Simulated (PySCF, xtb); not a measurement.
In(H)2(Et) (C2H7In), SMILES [CH2]([InH2])C.

GFN2-xTB in xtb at its own geometry gives an orbital gap of 3.96 eV and a dipole moment of 2.16 D.

The structure is a stationary point at PBE-D3(BJ)/def2-SVP. The def2 effective core potentials stand for the cores of In; spin–orbit coupling is left out.

Problem. What does B3LYP/def2-TZVPD (PySCF) give? (An estimate is asked for; the answer gives what the named calculation found.)

Solution. gap 5.01 eV (levels -6.88 and -1.87 eV), dipole 0.84 D.
